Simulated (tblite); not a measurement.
Species: C7H7O2 (doublet state).
Numbering: `[CH3:1][O:2][c:3]1[cH:4][cH:5][cH:6][c:7]([O:8])[cH:9]1` (hydrogens: H10, H11, H12 on C1; H13 on C4; H14 on C5; H15 on C6; H16 on C9)
Bond orders are those of one Lewis drawing.

Computed with GFN2-xTB (tblite), gas phase: L-BFGS steps from a force-field or distance-geometry start until the largest atomic force falls under 0.01 eV/Å.

Step 10: E = -724.2937 eV
```
atom  x, y, z in Å  |  force x, y, z in eV/Å
C1      2.6266    0.4580    0.5983    0.020   0.000   0.002
O2      1.7572   -0.6421    0.4570   -0.051   0.017   0.004
C3      0.4381   -0.3725    0.2959   -0.049   0.046  -0.020
C4     -0.4026   -1.4983    0.1598    0.008  -0.047   0.020
C5     -1.7761   -1.3468   -0.0136    0.025   0.048  -0.004
C6     -2.3413   -0.1016   -0.0588   -0.006  -0.030   0.000
C7     -1.5253    1.0929    0.0761   -0.024   0.043   0.006
O8     -2.0150    2.2297    0.0399   -0.001  -0.064  -0.003
C9     -0.1058    0.8868    0.2569   -0.010   0.006   0.000
H10     2.6015    1.0978   -0.2889    0.026  -0.005  -0.008
H11     2.3702    1.0532    1.4798    0.028  -0.007   0.015
H12     3.6233    0.0406    0.7178    0.027  -0.031   0.004
H13     0.0478   -2.4771    0.2003    0.017  -0.008  -0.009
H14    -2.3927   -2.2289   -0.1144    0.019   0.013   0.005
H15    -3.4023    0.0375   -0.1929   -0.019   0.004  -0.004
H16     0.4887    1.7799    0.3592   -0.010   0.016  -0.007
```

Step 11: E = -724.2943 eV
```
atom  x, y, z in Å  |  force x, y, z in eV/Å
C1      2.6277    0.4576    0.5986    0.014  -0.006   0.001
O2      1.7546   -0.6394    0.4571   -0.033  -0.014   0.006
C3      0.4355   -0.3712    0.2963   -0.032   0.056  -0.020
C4     -0.4036   -1.4980    0.1596    0.029  -0.042   0.027
C5     -1.7771   -1.3474   -0.0131    0.042   0.045  -0.009
C6     -2.3414   -0.1016   -0.0586   -0.018  -0.051  -0.002
C7     -1.5265    1.0936    0.0760   -0.037   0.044   0.008
O8     -2.0175    2.2299    0.0398   -0.003  -0.063  -0.005
C9     -0.1078    0.8880    0.2572    0.000   0.008  -0.003
H10     2.6055    1.0982   -0.2875    0.023  -0.001  -0.026
H11     2.3748    1.0540    1.4797    0.020  -0.004   0.030
H12     3.6223    0.0351    0.7174    0.030  -0.027   0.005
H13     0.0503   -2.4754    0.1997    0.004  -0.007  -0.010
H14    -2.3906   -2.2315   -0.1143    0.003   0.028   0.005
H15    -3.4019    0.0370   -0.1933   -0.036   0.008  -0.005
H16     0.4881    1.7799    0.3579   -0.008   0.026  -0.003
```

Task: Estimate the geometry and energy of step 12. (The exact step hangs on the optimiser's Hessian estimate; all steps are aligned on step 11, rigid shifts and turns removed.)

Result: E = -724.2948 eV, largest force 0.055 eV/Å
```
atom  x, y, z in Å  |  force x, y, z in eV/Å
C1      2.6291    0.4571    0.5989    0.007  -0.011   0.000
O2      1.7512   -0.6365    0.4574   -0.001  -0.032   0.007
C3      0.4323   -0.3691    0.2962    0.004   0.041  -0.012
C4     -0.4042   -1.4980    0.1599    0.038  -0.014   0.026
C5     -1.7775   -1.3476   -0.0127    0.047   0.021  -0.011
C6     -2.3419   -0.1020   -0.0585   -0.026  -0.048  -0.003
C7     -1.5282    1.0943    0.0760   -0.041   0.021   0.008
O8     -2.0204    2.2296    0.0396   -0.019  -0.033  -0.007
C9     -0.1101    0.8896    0.2574    0.001   0.017  -0.007
H10     2.6101    1.0987   -0.2864    0.020  -0.003  -0.032
H11     2.3801    1.0547    1.4801    0.015  -0.007   0.035
H12     3.6217    0.0288    0.7171    0.020  -0.019   0.004
H13     0.0531   -2.4740    0.1988   -0.005  -0.007  -0.008
H14    -2.3883   -2.2336   -0.1140   -0.012   0.036   0.004
H15    -3.4022    0.0365   -0.1938   -0.041   0.005  -0.004
H16     0.4874    1.7805    0.3565   -0.008   0.032   0.000
```

The energy changes by -0.0006 eV. The first-order estimate −F·Δx gives -0.0008 eV and the mean of the old and new forces, exact on a quadratic surface, -0.0006 eV. The step makes an angle of 70° with the force vector and moves no atom by more than 0.006 Å.

What follows is the cost of the whole relaxation. Hardware: Arm Neoverse V1, one thread, shared host with 32 logical CPUs at a one-minute load of 25. Cost: 0.16 s wall.
